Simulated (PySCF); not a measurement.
# From a computed spectrum to the compound

A species of 5 atoms with charge 1 has these harmonic modes (PBE0, small Gaussian bases with core potentials, PySCF 2.14.0):

| cm⁻¹ | km/mol | symmetry |
| --- | --- | --- |
| 144 | 3.0 | a1 |
| 442 | 199.3 | b2 |
| 519 | 200.2 | a1 |
| 542 | 0.0 | a2 |
| 555 | 431.8 | b1 |
| 738 | 220.8 | b2 |
| 747 | 63.1 | a1 |
| 3933 | 459.6 | b2 |
| 3939 | 282.2 | a1 |

(1) Which species is it, and in which structure?

Results:

(1) [Y(OH)2]+ (singlet):
```xyz
5

Y     0.0000    0.0000   -0.2953
O     1.6464   -0.0331    0.7309
H     2.3134   -0.0466    1.4249
O    -1.6464    0.0331    0.7309
H    -2.3134    0.0466    1.4249
```
Ideal gas at 298.15 K and 1 bar: S = 289.0 J/(mol K), Cp = 67.9 J/(mol K), H − H(0 K) = 14.4 kJ/mol (rigid rotor, harmonic modes, spin degeneracy alone). 
 The answer isn't unique; the calculation gave this one.
